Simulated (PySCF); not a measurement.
# Ag²⁺ (silver, charge +2): LDA calculation

Configuration: [Kr] 4d9, 2D determinant. Computed with PySCF 2.14 in x2c-TZVPall (8s6p6d1f, 63 functions), with scalar relativity by spin-free X2C-1e.

```
Total energy                                                  : -5308.77 hartree
One-electron energy                                           : -7289.41 hartree
Hartree (Coulomb) energy                                      : 2125.07 hartree
Exchange-correlation energy                                   : -144.43 hartree
⟨S²⟩                                                          : 0.7504
⟨L²⟩                                                          : 6.008
Sum of ⟨r⟩                                                    : 27.04 bohr
Sum of ⟨r²⟩                                                   : 30.09 bohr²
Traceless quadrupole moment −½Σ⟨3z² − r²⟩ along its main axis : -0.524 e·bohr²
Langevin diamagnetic susceptibility                           : -23.8 ×10⁻⁶ cm³/mol
Time after the integrals                                      : 1.2 s of wall time on 1 thread of Neoverse-N1 (shared host)
```

```
shell  electrons  mean orbital energy (eV)  spread (eV)  rms radius, mean of both spins (bohr)
 1s α          1                  -25276.6            0                                 0.0357
 1s β          1                  -25276.6            0                                 0.0357
 2s α          1                   -3743.3            0                                  0.146
 2s β          1                   -3743.2            0                                  0.146
 2p α          3                   -3364.4        0.382                                  0.130
 2p β          3                   -3364.3        0.256                                  0.130
 3s α          1                   -704.53            0                                  0.395
 3s β          1                   -704.39            0                                  0.395
 3p α          3                   -579.87        0.774                                  0.396
 3p β          3                   -579.72        0.652                                  0.396
 3d α          5                   -381.74        0.881                                  0.378
 3d β          5                   -381.55        0.612                                  0.378
 4s α          1                   -117.86            0                                  0.968
 4s β          1                   -117.11            0                                  0.968
 4p α          3                   -81.456        1.546                                   1.07
 4p β          3                   -80.700        0.882                                   1.07
 4d α          5                   -29.498        1.683                                   1.44
 4d β          4                   -28.733        0.834                                   1.44
```

Densities and radii are taken from the X2C orbitals without a picture-change correction, which distorts them close to the nucleus.
